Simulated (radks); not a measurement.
Results of a calculation; reference values are marked as such.
Problem. Ionisation of the gadolinium ion Gd+, [Xe] 4f7 5d1 6s1, to [Xe] 4f7 5d1 as the strength of local exchange is varied. Code: a radial shooting solver on a logarithmic mesh with Libxc functionals. Model: Dirac Kohn-Sham, Slater X-alpha exchange (alpha = 2/3 is LDA exchange), no correlation, spin-unpolarised, spherical densities, point nucleus; open shells fill j = l - 1/2 first.

| alpha | E(Gd+) (hartree) | exchange (hartree) | IE (eV) | -e of the level emptied (eV) | <r> of it (bohr) |
|---|---|---|---|---|---|
| 0.65 | -11260.1539 | -229.6040 | 11.340 | 8.515 (6s1/2) | 3.712 |
| 0.667 | -11266.1606 | -235.7394 | 11.432 | 8.605 (6s1/2) | 3.698 |
| 0.67 | -11267.2210 | -236.8228 | 11.448 | 8.621 (6s1/2) | 3.696 |
| 1.001 | -11384.8453 | -357.6049 | 13.309 | 10.485 (6s1/2) | 3.441 |
| ? | -11251.3266 | -220.5933 | 11.207 | 8.384 (6s1/2) | 3.732 |

Which alpha was used in the last row?

Solution. alpha = 0.625. NIST Atomic Spectra Database: 12.08 eV (semi-empirical). The Delta-SCF value meets it near alpha = 0.78. Spin polarisation and multiplet splitting are left out, so open shells lie too high by an amount that depends on their filling.

Beside tabulated values, note that spin-unpolarised runs miss the spin-polarisation part of the exchange energy of open shells.
